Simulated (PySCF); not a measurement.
Adding and removing an electron: RbPb

UHF-MP2; Rb def2-SVPD with ECP28, Pb def2-SVPD with ECP60; scalar-relativistic core potentials (PySCF 2.14). Neutral (UHF): quartet (σ ↑, π ↑↑), Re = 3.516 Å, ωe = 88.8 cm⁻¹, De = 1.14 eV.

RbPb⁺ (UHF): triplet (σ ↑, π ↑), Re = 4.190 Å, ωe = 42.3 cm⁻¹. The energies at the minima are -215.78904 hartree for RbPb and -215.60970 for RbPb⁺.

Work out the adiabatic ionisation energy, without and with harmonic zero-point energies (1 hartree = 27.2114 eV, 1 eV = 8065.5 cm⁻¹), and the change of the bond length.

At UHF-MP2: 0.17934 hartree = 4.880 eV between the minima; the zero-point term (42.3 − 88.8)/2 cm⁻¹ = -0.003 eV makes it 4.877 eV. Re changes by +67.4 pm against the neutral. The electron leaves a π orbital, and the ion is left as a loose complex of an ion and an atom.

Correlated steps freeze 4 core orbitals. Correlated levels converge slowly with the basis: in double zeta they bind strong bonds too weakly, by up to about 1 eV, and carry superposition errors of some tenths. Spin–orbit coupling is left out, which matters for elements this heavy, above all for dissociation energies. States were picked by a PBE0 search and need not be the measured ground states.
